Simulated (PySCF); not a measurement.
**Excitation energy of I²⁺ by level of theory**

I²⁺ [Kr] 4d10 5s2 5p3 (4S) → I²⁺ [Kr] 4d10 5s1 5p4 (4P), as a difference of total energies. Calculation: PySCF 2.14, in x2c-TZVPPall with one added diffuse shell each of s, p, d, f type (9s7p5d3f, 76 functions); the spin-free X2C one-electron Hamiltonian (Gaussian nucleus). Correlated levels: valence and next inner shell: [Ar] 3d10 frozen. The calculations carry no spin-orbit coupling.

```csv
method,excitation energy (cm⁻¹)
UHF,89818
MP2 (valence and next inner shell),92589
SCS-MP2 (valence and next inner shell),91869
CCSD (valence and next inner shell),89508
CCSD(T) (valence and next inner shell),88244
```

The coupled-cluster amplitudes are large for the upper state (T1 above 0.03 or a double amplitude above 0.15), so a single reference is strained.
